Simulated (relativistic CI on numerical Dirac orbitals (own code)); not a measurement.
## Slater and spin-orbit integrals, Au XV

Computed by Dirac-Coulomb-Breit CI, KLI orbitals optimised for each configuration, QED by a radiative potential, unscaled Slater integrals (own radial code, finite nucleus).

Slater integrals F^k, G^k are unscaled and averaged over j, outside the closed core [Kr] 4d10; ζ comes from projecting the Hamiltonian with its Breit term on Σ l·s of the shell.

- 4f14 5s2 5p3: F^2(5p,5p) = 112640, ζ(5p) = 114800 cm⁻¹; <r>(5p) = 0.9492, <r^2>(5p) = 1.006 (bohr units).
- 4f14 5s 5p4: F^2(5p,5p) = 112670, G^1(5s,5p) = 146180, ζ(5p) = 114280 cm⁻¹; <r>(5s) = 0.8657, <r^2>(5s) = 0.8347, <r>(5p) = 0.9487, <r^2>(5p) = 1.005 (bohr units).
- 4f14 5s2 5p2 5d: F^2(5p,5p) = 112710, ζ(5p) = 115510, F^2(5p,5d) = 101810, G^1(5p,5d) = 125590, G^3(5p,5d) = 79953, ζ(5d) = 11215 cm⁻¹; <r>(5p) = 0.9481, <r^2>(5p) = 1.004, <r>(5d) = 1.088, <r^2>(5d) = 1.326 (bohr units).

In this model ζ of a weakly bound d, f or g electron outside closed shells comes out too small, for d by up to a factor of two or three and at times with the wrong sign; that of an outer p electron is too small as well.

Averages of the first 10 configurations, taken without configuration mixing, which lowers the lowest level and can move excited configurations by several eV; other configurations of the list can lie among them:

```json
{"Configuration": "4f14 5s2 5p3", "Parity": "odd", "States": "20", "Average energy above the lowest level (eV)": "23.0"}
{"Configuration": "4f14 5s 5p4", "Parity": "even", "States": "30", "Average energy above the lowest level (eV)": "80.1"}
{"Configuration": "4f14 5s2 5p2 5d", "Parity": "even", "States": "150", "Average energy above the lowest level (eV)": "96.1"}
{"Configuration": "4f13 5s2 5p4", "Parity": "odd", "States": "210", "Average energy above the lowest level (eV)": "71.7"}
{"Configuration": "4f14 5s 5p3 5d", "Parity": "odd", "States": "400", "Average energy above the lowest level (eV)": "151.2"}
{"Configuration": "4f14 5s2 5p2 5f", "Parity": "odd", "States": "210", "Average energy above the lowest level (eV)": "168.3"}
{"Configuration": "4f14 5s2 5p2 5g", "Parity": "even", "States": "270", "Average energy above the lowest level (eV)": "218.4"}
{"Configuration": "4f13 5s2 5p3 5d", "Parity": "even", "States": "2800", "Average energy above the lowest level (eV)": "145.4"}
{"Configuration": "4f14 5s 5p3 5f", "Parity": "even", "States": "560", "Average energy above the lowest level (eV)": "224.0"}
{"Configuration": "4f14 5s2 5p2 6s", "Parity": "even", "States": "30", "Average energy above the lowest level (eV)": "146.3"}
```
